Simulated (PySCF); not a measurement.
Working out the ionisation energy of C⁺

C⁺ [He] 2s2 2p1 (2P) → C²⁺ [He] 2s2 (1S). All numbers are calculated (PySCF 2.14, the spin-free X2C one-electron Hamiltonian (Gaussian nucleus), in aug-cc-pCVQZ-DK (9s8p6d4f2g, 109 functions)). Frozen: nothing. Energies in hartree (1 hartree = 27.21139 eV):

```csv
part,C⁺ (lower),C²⁺ (upper)
UHF,-37.311660,-36.423567
MP2 opposite-spin,-0.098020,-0.091751
MP2 same-spin,-0.007161,-0.002307
```

What does Hartree-Fock give?

(-36.423567) − (-37.311660) = 0.888093 hartree = 24.166 eV.

What do MP2 and SCS-MP2 (6/5 opposite-spin, 1/3 same-spin) give?

The opposite-spin parts differ by 0.171 eV and the same-spin parts by 0.132 eV. MP2: 24.166 + (0.171) + (0.132) = 24.469 eV. SCS-MP2: 24.166 + 1.2 × (0.171) + (0.132)/3 = 24.415 eV.

Measured between the centres of the two terms (NIST): 24.378 eV, so MP2 (valence and next inner shell) is off by 0.091 eV.

What remains against the reference includes basis incompleteness and correlation beyond second order.
